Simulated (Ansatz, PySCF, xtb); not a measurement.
Dimer: C2H2 (SMILES C#C) (first 4 atoms) with H2S (SMILES S); geometry from B3LYP-D3(BJ)/def2-TZVP, rigid monomers moved along the line of their centres of mass till C2···H7 is 2.39 Å.
(charge 0, multiplicity 1):
```xyz
7

C     -0.51234     0.75208     0.16927
C     -0.53788    -0.43811     0.04183
H     -0.48874     1.80894     0.28204
H     -0.55902    -1.49514    -0.06996
S      0.88416    -0.31589     3.45543
H     -0.36959    -0.33132     3.93526
H      0.46201    -0.11838     2.19441
```

Monomers are frozen at their geometry in the pair; levels with a basis set take the counterpoise correction.

Rows in 6-31G* carry no dispersion term and start afresh at each structure (6-31G* with six Cartesian d functions). MP2/6-31G* freezes PySCF's default core.

Programs: Ansatz (Gaussian basis) for Hartree–Fock, density functionals and correlated methods; PySCF for 6-31G* rows; xtb for the GFN methods. Values without a source in brackets are computed.

### Question
One of these levels gives -3.7 kJ/mol for the interaction energy. Name it.
A) PBE/def2-TZVPPD
B) GFN2-xTB
C) MP2/6-31G*

### Answer
A, PBE/def2-TZVPPD. The others give -7.3 (GFN2-xTB), 1.6 (MP2/6-31G*)

Ansatz is a quantum-chemistry and plane-wave program.
